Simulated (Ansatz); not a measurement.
```yaml
crystal:
  periodic: [false, false, false]
  atoms:
    - {symbol: Cl, position_ang: [0.679831, -1.889094, 1.508692]}
    - {symbol: B, position_ang: [0.854580, -0.399237, 0.596814]}
    - {symbol: F, position_ang: [0.329465, -0.553773, -0.842027]}
    - {symbol: B, position_ang: [-0.854533, 0.399278, -0.596799]}
    - {symbol: Cl, position_ang: [-0.680479, 1.889037, -1.508931]}
    - {symbol: F, position_ang: [-0.329158, 0.554148, 0.841929]}
    - {symbol: H, position_ang: [1.879214, 0.194293, 0.607101]}
    - {symbol: H, position_ang: [-1.878929, -0.194661, -0.606779]}
basis:
  gaussian: {orbitals: "6-31++G**"}
total_charge: 3
magnetization: {spin_polarized: true, initial_magnetization: 1}
hamiltonian: {xc: {name: RPBE}, pseudopotentials: {relativity: scalar}}
```

```sh
$ ansatz run in.yaml --threads 4 --pin off --events-out ev --progress --plain --max-ram 10444MiB
```

It prints (some lines left out):

```
Functional definition: RPBE
1262 factors; their error is unknown
mean field evaluation 1: about -31833.8923 eV, gradient 1.1e2 eV
mean field evaluation 2: about -31317.2325 eV, gradient 3.0e2 eV
mean field evaluation 4: about -31845.5580 eV, gradient 8.4e1 eV
mean field evaluation 8: about -31883.8422 eV, gradient 1.7e1 eV
mean field evaluation 16: about -31886.7044 eV, gradient 7.9e-1 eV
mean field evaluation 32: about -31886.6618 eV, gradient 4.6e-6 eV
mean field -31886.66177353 eV, -1171.8132066217 hartree, gradient 4.6e-6 eV, S^2 1.627238; 12 other end points of the search recorded, 0 dependent functions left out
reference -31886.66182707 eV, -1171.8132085892 hartree; 31, 30 occupied and 103, 104 virtual orbitals, 1262 factors
Total energy: -31886.66182707 eV, -1171.8132085892 hartree
Relativity: scalar
```

Problem. Something in this input is off. What?

Solution. The charge is far from anything that the molecule holds. The calculation finished and met its thresholds. The result belongs to that input, not to the molecule as meant.
